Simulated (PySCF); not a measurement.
NICS in isomers of C8H13OP.

NICS is the negative of the GIAO shielding at a point without a nucleus: at the ring centre (0) and 1 Å above and below it (1); zz is the component along the ring normal. Level: GIAO PBE0/pcSseg-1 (PySCF, non-relativistic, gas phase) on the GFN2-xTB geometries, one conformer each. Atom numbers follow the mapped SMILES.

Problem. Order these rings by mean NICS(1)zz, lowest (most negative) first (ppm).
A. ring P4–C6–C7–C8–C9–C10 in `[CH3:1][CH2:2][CH2:3][P:4]1(=[O:5])[CH:6]=[CH:7][CH2:8][CH:9]=[CH:10]1`
B. ring C2–C3–P4–C5–O10 in `[CH3:1][c:2]1[cH:3][p:4][c:5]([C:6]([CH3:7])([CH3:8])[CH3:9])[o:10]1`
C. ring C3–C4–C5–C9–P10 in `[CH3:1][O:2][c:3]1[cH:4][c:5]([CH:6]([CH3:7])[CH3:8])[cH:9][pH:10]1`
D. ring C6–C7–C8–C9–O10 in `[CH3:1][CH:2]([CH3:3])[P:4]([CH3:5])[c:6]1[cH:7][cH:8][cH:9][o:10]1`

Solution. D (-26.1), B (-22.9), C (-10.2), A (-2.6).

```
             SMILES                                                           ring  NICS(0)  NICS(1)  NICS(1)zz  HOMA  rms pucker (Å)  ring atoms with four or more neighbours
   CC(C)P(C)c1ccco1              5-membered ring with O; formal bonds all aromatic    -11.2    -10.2      -26.1  0.48            0.00                                        0
 Cc1cpc(C(C)(C)C)o1        5-membered ring with O and P; formal bonds all aromatic    -10.4    -10.3      -22.9  0.46            0.00                                        0
COc1cc(C(C)C)c[pH]1  5-membered ring with P; bonds drawn aromatic by RDKit's count     -5.4     -5.7      -10.2  0.10            0.04                                        0
  CCCP1(=O)C=CCC=C1        6-membered ring with P; formal bonds 2 double, 4 single     -1.0     -2.9       -2.6     –            0.17                                        2
```

NICS(0) gives the same order. The isotropic NICS(1) gives another order. HOMA uses Krygowski's 1993 parameters; it is left out where a ring has a four-coordinate atom, a triple bond, no multiple bond or a kind of bond without parameters. NICS(1) and NICS(1)zz are means over the two faces.
